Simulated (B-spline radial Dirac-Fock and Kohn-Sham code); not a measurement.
Elastic and transport cross sections of krypton for electrons

Model: relativistic (Dirac) partial waves in the static field of the Dirac-Fock atom with Furness-McCarthy exchange, without polarisation or absorption potentials. Program: a radial atomic solver. σ_tr1 and σ_tr2 weight the cross section with 1 − P₁ and 1 − P₂ of cos θ; "backward" is the share scattered beyond 90°.

| energy (eV) | σ (a₀²) | σ_tr1 (a₀²) | σ_tr2 (a₀²) | σ/σ_tr1 | backward (%) |
| --- | --- | --- | --- | --- | --- |
| 1930 | 4.75 | 0.615 | 0.818 | 7.72 | 4.8 |
| 2000 | 4.65 | 0.586 | 0.790 | 7.95 | 4.6 |
| 2280 | 4.32 | 0.488 | 0.693 | 8.84 | 4.0 |
| 2390 | 4.20 | 0.457 | 0.660 | 9.19 | 3.8 |
| 2860 | 3.78 | 0.354 | 0.544 | 10.7 | 3.1 |
| 3000 | 3.68 | 0.331 | 0.515 | 11.1 | 2.9 |
| 3280 | 3.49 | 0.291 | 0.465 | 12.0 | 2.6 |
| 4650 | ? | ? | ? | ? | ? |
| 5000 | 2.69 | 0.156 | 0.279 | 17.3 | 1.5 |
| 5540 | 2.52 | 0.133 | 0.244 | 18.9 | 1.3 |
| 5760 | 2.46 | 0.126 | 0.232 | 19.6 | 1.3 |
| 6010 | 2.39 | 0.118 | 0.220 | 20.4 | 1.2 |
| 6360 | 2.31 | 0.108 | 0.204 | 21.4 | 1.1 |
| 10000 | 1.71 | 0.0532 | 0.109 | 32.1 | 0.60 |
| 14800 | 1.30 | 0.0284 | 0.0615 | 45.7 | 0.35 |
| 19200 | 1.07 | 0.0186 | 0.0415 | 57.8 | 0.25 |
| 20000 | 1.04 | 0.0174 | 0.0389 | 60.0 | 0.24 |
| 21300 | 0.995 | 0.0156 | 0.0353 | 63.6 | 0.22 |
| 23900 | 0.913 | 0.0129 | 0.0295 | 70.6 | 0.19 |
| 29600 | 0.778 | 0.00906 | 0.0211 | 85.9 | 0.14 |
| 30000 | 0.770 | 0.00886 | 0.0207 | 87.0 | 0.14 |
| 39000 | 0.632 | 0.00571 | 0.0136 | 111 | 0.099 |

Question: Fill in the row for 4.65 keV.

Answer: σ = 2.82 a₀², σ_tr1 = 0.174 a₀², σ_tr2 = 0.306 a₀², σ/σ_tr1 = 16.2, backward 1.7 %. The ratio σ/σ_tr1 is roughly the number of elastic collisions that randomise the direction.

Values without a named source are computed, but for edge energies of neutral atoms, which are taken from tables.
